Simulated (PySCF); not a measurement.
# How the method changes the constants of GeS

State: ¹Σ⁺ (singlet), closed shell. Set-up: basis Ge def2-TZVPP, S def2-TZVPP; no relativity; PySCF 2.14. De refers to Ge + S in their high-spin ground configurations, without counterpoise correction. A positive dipole means Ge(−)S(+).

```
      Level  Re (Å)  ωe (cm⁻¹)  De (eV)  μ (D)  CPU s a point (SCF and correlation, without the integrals)
        RHF   1.998        633     3.26  -2.70                                                        0.47
    RHF-MP2   2.021        586     5.75    n/a                                                        0.78
RHF-SCS-MP2   2.022        587     5.60    n/a                                                         n/a
   RHF-CCSD   2.015        600     5.21    n/a                                                         n/a
RHF-CCSD(T)   2.029        575     5.53    n/a                                                          19
        PBE   2.038        559     6.00  -2.07                                                         1.6
       PW91   2.037        559     6.03  -2.07                                                         1.8
     r²SCAN   2.019        584     5.82  -2.03                                                           3
      TPSSh   2.021        580     5.70  -2.14                                                         3.1
       PBE0   2.014        593     5.66  -2.21                                                           4
        M06   2.023        583     6.00  -2.37                                                         2.8
     M06-2X   2.015        603     5.56  -2.43                                                         2.9
    ωB97M-V   2.005        610     5.73  -2.31                                                         7.2
```

(1) Which functional lies closest to RHF-CCSD(T) in De, which farthest, and by how much do they differ from it?

(2) What does second-order correlation do here, going from RHF to RHF-MP2?

(3) What does the triples do here, going from RHF-CCSD to RHF-CCSD(T)?

Measured (Huber and Herzberg, Constants of Diatomic Molecules (1979)): Re = 2.012086 Å, ωe = 575.8 cm⁻¹.

Correlated steps freeze 14 core orbitals. Where the molecule has an RHF reference, its open-shell atoms are computed with UHF.

The whole job (state search and all levels along the bond) took about 9.8 min on 1 thread of Arm Neoverse V2 (shared host), peak memory 2.3 GiB.

Answers

(1) Closest is M06-2X (-1.4 pm in Re, +4.9 % in ωe, +0.03 eV in De against RHF-CCSD(T) in the same basis), farthest PW91 (+0.8 pm in Re, -2.8 % in ωe, +0.50 eV in De). CCSD(T) converges more slowly with the basis than the functionals do and binds too weakly in this one, so the order can change at the basis-set limit.

(2) RHF-MP2 less RHF: +2.3 pm in Re, -7.4 % in ωe, +2.49 eV in De. Correlation nearly always deepens the well. The bond lengthens, as in strong covalent bonds, where excitations into antibonding orbitals dominate.

(3) RHF-CCSD(T) less RHF-CCSD: +1.4 pm in Re, -4.2 % in ωe, +0.32 eV in De. Correlation nearly always deepens the well. The bond lengthens, as in strong covalent bonds, where excitations into antibonding orbitals dominate.
